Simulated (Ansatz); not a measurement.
Program: Ansatz. Geometries: PBE0-D4/def2-TZVP. ΔE: electronic, gas phase. CBS: MP2 limit from def2 TZ/QZ plus the TZ coupled-cluster correction, frozen cores. This one scheme is used for every species. def2 core potentials past Kr. For Sn outer-core shells are correlated without core-valence functions, which leaves a few kJ/mol of doubt a bond. One conformer a species, not always the lowest.

Reaction (ligand exchange at the Sn–C bond): `O[CH2][SnH2][Cl]` + `O[SiH3]` → `[SiH3][O][SnH2][Cl]` + CH₃OH

| species | CCSD(T)/CBS(def2) energy (Eh) |
| --- | --- |
| `O[CH2][SnH2][Cl]` | -790.05125 |
| `O[SiH3]` | -366.69042 |
| `[SiH3][O][SnH2][Cl]` | -1041.15177 |
| CH₃OH | -115.61712 |

Question: Work out ΔE.

Answer: ΔE = (-1041.15177) + (-115.61712) − (-790.05125) − (-366.69042) = -0.02722 Eh = -17.1 kcal/mol.

Largest T1 diagnostic among the species: 0.013.

In def2-TZVPP, CCSD(T) changes the Hartree–Fock value by +3.8 kcal/mol (the triples alone add +0.2 kcal/mol) and MP2 by +3.9 kcal/mol.
